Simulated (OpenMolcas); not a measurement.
What dynamic correlation does to the levels of Nb³⁺

```
Program             : OpenMolcas 26.06
Basis               : ANO-RCC-VTZP [7s6p4d2f1g]
Scalar Hamiltonian  : DKH2, point nucleus
Active space        : 2 electrons in 9 orbitals (RAS2 4d 5s; RAS3 5p, at most 2 electrons)
State averaging     : 2S+1 = 3 even, 15 roots; 2S+1 = 1 even, 21 roots kept (CI in the orbitals of an earlier block); 2S+1 = 3 odd, 15 roots; 2S+1 = 1 odd, 15 roots kept (CI in the orbitals of an earlier block)
Spin-orbit coupling : state interaction with AMFI integrals over the reference wave functions, term energies averaged over their components
```

Methods on the same reference wave functions:
A. RASSCF
B. SS-RASPT2, IPEA 0.25 Eh, imaginary shift 0.1 Eh (closed shells correlated: 4s 4p)
C. MS-RASPT2, IPEA 0.25 Eh, imaginary shift 0.1 Eh (closed shells correlated: 4s 4p)

Energies in eV above 4d² ³F₂.

| Level | A | B | C |
| --- | --- | --- | --- |
| 4d² ³F₂ | 0.0000 | 0.0000 | 0.0000 |
| 4d² ³F₃ | 0.1334 | 0.1366 | 0.1367 |
| 4d² ³F₄ | 0.2917 | 0.294 | 0.294 |
| 4d² ¹D₂ | 1.2855 | 1.019 | 1.018 |
| 4d² ³P₀ | 1.4850 | 1.266 | 1.266 |
| 4d² ³P₁ | 1.5378 | 1.322 | 1.322 |
| 4d² ³P₂ | 1.6597 | 1.438 | 1.438 |
| 4d² ¹G₄ | 2.0700 | 1.765 | 1.765 |
| 4d² ¹S₀ | 4.7564 | 3.941 | 3.940 |
| 4d 5s ³D₁ | 7.0704 | 6.957 | 6.957 |
| 4d 5s ³D₂ | 7.1400 | 7.023 | 7.023 |
| 4d 5s ³D₃ | 7.2729 | 7.159 | 7.159 |
| 4d 5s ¹D₂ | 7.9989 | 7.694 | 7.696 |
| 4d 5p ¹D°₂ [73 %] | 11.8820 | 12.071 | 12.071 |
| 4d 5p ³D°₁ | 12.1375 | 12.338 | 12.338 |
| 4d 5p ³F°₂ [74 %] | 12.2058 | 12.366 | 12.366 |
| 4d 5p ³D°₂ | 12.2660 | 12.472 | 12.472 |
| 4d 5p ³F°₃ | 12.3046 | 12.458 | 12.458 |
| 4d 5p ³D°₃ | 12.4169 | 12.613 | 12.613 |
| 4d 5p ³F°₄ | 12.5507 | 12.698 | 12.698 |
| 4d 5p ³P°₁ | 12.9130 | 12.998 | 12.998 |
| 4d 5p ³P°₀ | 12.9192 | 13.019 | 13.019 |
| 4d 5p ³P°₂ | 13.0061 | 13.109 | 13.109 |
| 4d 5p ¹F°₃ | 13.5140 | 13.310 | 13.310 |

Between B and C the level of the table that moves most is 4d 5s ¹D₂, by 12 cm-1 (lowest in B, highest in C). Moves below CASPT2's spread within the term are not significant.

From A to B the spin-free energies of the other terms of 4d² shown, above ³F, scale by factors of 0.76 to 0.84, as is usual when dynamic correlation screens the repulsion within a d or f shell.

The lowest spin-free term lies below A's lowest term by 0.253 hartree in B, 0.253 hartree in C.

CASPT2 does not keep the components of a term degenerate, so their means are used; among the terms shown or strongly mixed into the levels shown the widest spread is 820 cm-1 (4d² ³F, C). Terms from blocks run as CI alone lack orbitals of their own. A single d shell beside an s shell can misplace configurations of different d count against each other. Without dynamic correlation excited terms often stand tens of per cent too high (terms of higher spin than the ground term too low), and those without a measured partner can miss by more than the paired ones (holds for A). The CASPT2 spread within a term exceeds the gap to the next term for 4d 5p ³D° and 4d 5p ³F°, so the order of their levels is uncertain, and so are names and mixing where such terms share a J (holds for B; C). Levels of configurations outside the active space are missing. Levels that lie high or do not pair safely by name in every column are left out.

A share in square brackets marks a mixed level and gives the weight of the term that names it, the lowest over the columns. ° marks odd parity.
